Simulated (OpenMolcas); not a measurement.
**Kr³⁺: terms and fine structure**

```
Program             : OpenMolcas
Method              : CASSCF
Basis               : ANO-RCC-VQZP [7s6p4d2f1g]
Scalar Hamiltonian  : DKH2, point nucleus
Active space        : 3 electrons in 3 orbitals (4p)
State averaging     : 2S+1 = 4 odd, 1 root; 2S+1 = 2 odd, 8 roots
Spin-orbit coupling : RASSI with atomic mean-field integrals over the reference wave functions, term energies averaged over their components
```

Spin-free terms above the lowest, with the occupations of the reference:

```tsv
Configuration	Term	E (cm⁻¹)	Occupations
4s² 4p³	⁴S°	0.0	4p 3.00
4s² 4p³	²D°	22790	4p 3.00
4s² 4p³	²P°	37867	4p 3.00
```

With spin-orbit coupling, above the lowest level:

```
Configuration  Term    J  E (cm⁻¹)  Measured (cm⁻¹)      g  Term weight %  Second
      4s² 4p³   ⁴S°  3/2       0.0              0.0  1.994             99        
      4s² 4p³   ²D°  3/2     22009            17038  0.838             93   7 ²P°
      4s² 4p³   ²D°  5/2     23240            18700  1.200            100        
      4s² 4p³   ²P°  1/2     38316            31056  0.666            100        
      4s² 4p³   ²P°  3/2     39997            33406  1.304             92   7 ²D°
```

Against the 4 measured excited levels shown (Saloman, J. Phys. Chem. Ref. Data 36, 215 (2007)) the mean absolute deviation is 5800 cm-1; the largest miss in energy is 4s² 4p³ ²P°_1/2: computed 38316, measured 31056 cm⁻¹ (+23.4 %), and the largest in proportion 4s² 4p³ ²D°_3/2 (+29.2 %).

Spin-orbit coupling puts the lowest level 449 cm⁻¹ below the lowest spin-free term.

With the s shell closed, the reference lacks s² → p² mixing. Measured partners are found by configuration, term and J. A level has none where our copy of the source lacks it or the pairing is in doubt (some pairs that miss far off the trend of their configuration count as doubtful), and it then counts in no deviation. Levels of configurations outside the active space are missing.

The term weight is that of the spin-free term in the level, not the purity of its configuration. ° marks odd parity.
